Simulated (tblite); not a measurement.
Species: C₅H₄Cl₂O.
Numbering: `[CH3:1][C:2](=[O:3])[C:4]#[C:5][CH:6]([Cl:7])[Cl:8]` (hydrogens: H9, H10, H11 on C1; H12 on C6)

Computed with GFN2-xTB (tblite), gas phase: Langevin dynamics at 300 K from the optimised GFN2-xTB geometry, time step 0.5 fs, friction 0.01 fs⁻¹, 2000 steps. The instantaneous temperature is 2·E(kin)/(3Nk) with all 3N coordinates.

| t (fs) | T (K) | E(pot) above start (eV) | C1–C2 (Å) | C2=O3 (Å) | C2–C4 (Å) | C4≡C5 (Å) | C5–C6 (Å) | C1–H9 (Å) |
| --- | --- | --- | --- | --- | --- | --- | --- | --- |
| 0 | 262 | 0.000 | 1.504 | 1.203 | 1.446 | 1.205 | 1.435 | 1.087 |
| 25 | 124 | 0.311 | 1.523 | 1.197 | 1.471 | 1.199 | 1.406 | 1.067 |
| 50 | 288 | 0.259 | 1.507 | 1.187 | 1.434 | 1.195 | 1.422 | 1.090 |
| 75 | 252 | 0.366 | 1.533 | 1.231 | 1.436 | 1.226 | 1.432 | 1.093 |
| 100 | 327 | 0.228 | 1.513 | 1.209 | 1.451 | 1.183 | 1.454 | 1.071 |
| 125 | 285 | 0.235 | 1.463 | 1.194 | 1.495 | 1.215 | 1.437 | 1.098 |
| 150 | 205 | 0.300 | 1.509 | 1.210 | 1.477 | 1.226 | 1.434 | 1.133 |
| 175 | 293 | 0.322 | 1.481 | 1.226 | 1.431 | 1.203 | 1.384 | 1.098 |
| 200 | 312 | 0.327 | 1.536 | 1.192 | 1.506 | 1.200 | 1.437 | 1.039 |
| 225 | 355 | 0.377 | 1.460 | 1.203 | 1.430 | 1.202 | 1.428 | 1.103 |
| 250 | 407 | 0.314 | 1.507 | 1.208 | 1.450 | 1.216 | 1.475 | 1.104 |
| 275 | 324 | 0.345 | 1.577 | 1.197 | 1.399 | 1.196 | 1.430 | 1.066 |
| 300 | 269 | 0.317 | 1.519 | 1.199 | 1.462 | 1.210 | 1.445 | 1.069 |
| 325 | 291 | 0.351 | 1.479 | 1.211 | 1.425 | 1.213 | 1.444 | 1.111 |
| 350 | 363 | 0.286 | 1.497 | 1.199 | 1.462 | 1.208 | 1.462 | 1.111 |
| 375 | 301 | 0.315 | 1.522 | 1.200 | 1.447 | 1.188 | 1.411 | 1.078 |
| 400 | 299 | 0.259 | 1.481 | 1.207 | 1.442 | 1.206 | 1.407 | 1.081 |
| 425 | 255 | 0.249 | 1.476 | 1.221 | 1.453 | 1.230 | 1.438 | 1.104 |
| 450 | 287 | 0.234 | 1.516 | 1.198 | 1.468 | 1.193 | 1.454 | 1.081 |
| 475 | 241 | 0.351 | 1.489 | 1.205 | 1.433 | 1.178 | 1.463 | 1.067 |
| 500 | 252 | 0.313 | 1.495 | 1.207 | 1.428 | 1.212 | 1.448 | 1.083 |
| 525 | 182 | 0.393 | 1.506 | 1.219 | 1.432 | 1.242 | 1.434 | 1.106 |
| 550 | 276 | 0.227 | 1.515 | 1.224 | 1.455 | 1.197 | 1.419 | 1.084 |
| 575 | 255 | 0.392 | 1.494 | 1.198 | 1.428 | 1.155 | 1.446 | 1.092 |
| 600 | 279 | 0.365 | 1.497 | 1.205 | 1.528 | 1.217 | 1.462 | 1.088 |
| 625 | 318 | 0.380 | 1.463 | 1.192 | 1.439 | 1.236 | 1.410 | 1.087 |
| 650 | 338 | 0.380 | 1.497 | 1.207 | 1.453 | 1.199 | 1.425 | 1.097 |
| 675 | 379 | 0.288 | 1.521 | 1.198 | 1.453 | 1.184 | 1.420 | 1.089 |
| 700 | 409 | 0.364 | 1.507 | 1.204 | 1.482 | 1.204 | 1.452 | 1.087 |
| 725 | 428 | 0.446 | 1.473 | 1.216 | 1.440 | 1.243 | 1.409 | 1.064 |
| 750 | 427 | 0.370 | 1.516 | 1.210 | 1.414 | 1.206 | 1.390 | 1.070 |
| 775 | 344 | 0.339 | 1.573 | 1.208 | 1.478 | 1.181 | 1.472 | 1.119 |
| 800 | 234 | 0.544 | 1.492 | 1.201 | 1.422 | 1.234 | 1.470 | 1.101 |
| 825 | 316 | 0.437 | 1.532 | 1.213 | 1.467 | 1.249 | 1.415 | 1.065 |
| 850 | 346 | 0.474 | 1.525 | 1.208 | 1.428 | 1.171 | 1.393 | 1.110 |
| 875 | 261 | 0.463 | 1.568 | 1.190 | 1.489 | 1.175 | 1.481 | 1.123 |
| 900 | 288 | 0.297 | 1.475 | 1.217 | 1.439 | 1.227 | 1.457 | 1.099 |
| 925 | 231 | 0.427 | 1.488 | 1.193 | 1.448 | 1.237 | 1.473 | 1.104 |
| 950 | 329 | 0.433 | 1.575 | 1.213 | 1.412 | 1.206 | 1.407 | 1.056 |
| 975 | 269 | 0.505 | 1.576 | 1.217 | 1.474 | 1.188 | 1.444 | 1.040 |
| 1000 | 323 | 0.460 | 1.538 | 1.172 | 1.463 | 1.226 | 1.446 | 1.102 |

Task: From 500 fs on, how do temperature and potential energy compare with equipartition?

Result: The mean temperature of these 21 frames is 309 K against the target 300 K, and the mean potential energy 0.40 eV against 30 × kT/2 = 0.39 eV for 30 classical harmonic modes. For 12 atoms in a canonical ensemble the temperature itself scatters by T·√(2/(3N)) = 71 K; here its standard deviation is 65 K. The whole run lasts only 10 friction times of 100 fs, so these averages carry a wide statistical error.

Task: What are the kinetic and total energies of the listed frame with the highest potential energy?

Result: The one at 800 fs, 0.544 eV above the start. Its kinetic energy is 3NkT/2 = 0.364 eV at 234 K, so the sum is 0.91 eV; over the listed frames the sum runs from 0.41 to 1.11 eV, since the thermostat adds and removes energy.

Task: How much do the listed bonds fluctuate from 500 fs on?

Result: 
```
 bond  at the start (Å)  mean (Å)  standard deviation (Å)
C1–C2             1.504     1.516                   0.033
C2=O3             1.203     1.205                   0.012
C2–C4             1.446     1.451                   0.028
C4≡C5             1.205     1.209                   0.026
C5–C6             1.435     1.437                   0.027
C1–H9             1.087     1.089                   0.020
```

The motion is classical and holds no zero-point motion.

What follows is the cost of the whole dynamics run. Time: 23 s; peak memory 0.18 GiB. Hardware: an Arm Neoverse N1 with one thread, no GPU, shared host with 64 logical CPUs at a one-minute load of 59.
